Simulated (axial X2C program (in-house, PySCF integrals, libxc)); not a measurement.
## Potential curves of TlSi, 2c

Calculated with an axial X2C code built on PySCF integrals. Two-component (2c) means X2C with spin–orbit coupling and atomic mean-field two-electron Coulomb and Gaunt terms. Basis: Tl dyall-cv3z [12s14p10d7f1g], Si dyall-v3z [8s7p2d1f] (cores contracted in-house); Gaussian nuclei, density fitting, unrestricted open shells. Masses: Tl 204.974 u, Si 27.977 u.

State: Ω = 3/2 (⟨Sz⟩ = 1.44, ⟨Lz⟩ = 0.06 at HF). Energies in kJ/mol from the fragments at the same level (Tl + Si). Fits are polynomials in 1 − R0/R over 0.85 to 1.23 times the lowest point R0.

```csv
R (Å),HF,PBE0,TPSS,CCSD
2.2985,-14.90,-131.59,-141.78,
2.4042,-46.47,-155.71,-166.92,-118.08
2.4835,-61.62,-165.96,-177.95,-129.78
2.5627,-71.20,-171.18,-183.96,-136.24
2.6420,-76.45,-172.55,-186.15,-138.64
2.7345,-78.35,-170.48,-185.07,-137.52
2.8269,-76.85,-165.53,-181.16,-133.22
2.9458,-71.43,-156.27,-173.27,-124.42
3.0911,-61.57,-142.24,-160.94,
3.3025,,-119.49,-140.64,
3.5931,,-88.26,-112.70,
3.9630,,-54.54,-81.69,
```

Correlated methods: 17 electrons correlated (number of frozen shells: Tl 5 s, 4 p, 2 d, 1 f; Si 2 s, 1 p), 245 virtual spin orbitals or spinors in MP2, 140 natural virtuals in coupled cluster.

Occupations by symmetry block were frozen at the best pattern of an incomplete PBE0 search. Dissociation energies refer to the lowest single-determinant-based atoms at the same level and basis. Density functionals use the spin component along the axis (collinear). CCSD ran in a truncated set of natural virtual spinors with an MP2 remainder; without triples it tends to underbind. The 2c atoms are single determinants rather than J levels; their spin–orbit lowering is only partly caught, and De is too large by that part. This holds for PBE0, TPSS, CCSD. Other states lie close and PBE0, whose exact exchange favours high spin, may order them wrongly; the determinant shown need not be the ground state. The nearest other 2c determinant of the search, Ω = 1/2, lies 0.39 eV up at the distance of the search. Without a current term, density functionals place determinants with orbital angular momentum somewhat too high. With several unpaired electrons one determinant need not be a pure state. This is the top spin component of a Σ state; components of lower Ω are not single determinants and can lie lower. The stretched end of a curve changes character and is left out. Coupled cluster ran on the points near the minimum only. MP2 and coupled cluster on one determinant become unreliable at the stretched end.

Q: What are Re, ωe and De at the HF level?

A: At HF, 2c: Re = 2.735 Å, ωe ≈ 212 cm⁻¹, De = 0.81 eV to Tl + Si; Be follows as 0.0915 cm⁻¹.

Q: What are Re, ωe and De at the PBE0 level?

A: At PBE0, 2c: Re = 2.636 Å, ωe ≈ 233 cm⁻¹, De = 1.79 eV to Tl + Si; Be follows as 0.0986 cm⁻¹.

Q: What are Re, ωe and De at the TPSS level?

A: At TPSS, 2c: Re = 2.659 Å, ωe ≈ 223 cm⁻¹, De = 1.93 eV to Tl + Si; Be follows as 0.0969 cm⁻¹.

Q: Fit the CCSD curve near its minimum: give the equilibrium distance, the harmonic wavenumber and the well depth.

A: At CCSD, 2c: Re = 2.660 Å, ωe ≈ 232 cm⁻¹, De = 1.44 eV to Tl + Si; Be follows as 0.0968 cm⁻¹.
